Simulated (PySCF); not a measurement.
## Worked example: entropy of an ideal gas

Ge(OH)(NH2) (GeH₃NO), SMILES [Ge]([NH2])[OH] (connectivity only; charge and spin as stated), neutral, multiplicity 1.

The structure is a stationary point at r2SCAN-D4/def2-TZVP. One conformer was computed; it need not be the lowest.

r2SCAN-D4/def2-TZVP run with PySCF gives the harmonic wavenumbers 264, 317, 382, 471, 657, 670, 683, 842, 1562, 3524, 3643, 3796 cm⁻¹ and the rotational temperatures 0.6731, 0.3685, 0.2381 K. The molar mass is 105.66 g/mol, the symmetry number 1, the spin multiplicity 1.

Question: Work out the entropy at 298.15 K and 1 atm in the rigid-rotor, harmonic-oscillator model.

Answer: 
Translation (Sackur–Tetrode at 1 atm): S = R[1.5 ln M + 2.5 ln T − 1.16487] = 166.9 J/(mol K).
Rotation: q = (√π/σ) T^1.5/√(θA θB θC) = 37500, S = R[ln q + 3/2] = 100.1 J/(mol K).
Vibration: with u = 1.4388 ν/T, each mode gives R[u/(e^u − 1) − ln(1 − e^−u)]:
```tsv
ν (cm⁻¹)	modes	u	S (J/(mol K))
264	1	1.27	6.84
317	1	1.53	5.55
382	1	1.84	4.31
471	1	2.27	3.07
657	1	3.17	1.51
670	1	3.23	1.44
683	1	3.30	1.37
842	1	4.06	0.74
1562	1	7.54	0.04
```
The stiffer modes add less than 0.005 each. Sum 24.9 J/(mol K).
Spin: R ln 1 = 0.0 J/(mol K).
Total 291.8 J/(mol K); the program's own thermochemistry gives 291.8. Translation makes up 57 % and vibration 9 %. Anharmonicity, hindered rotation and orbital degeneracy are left out.
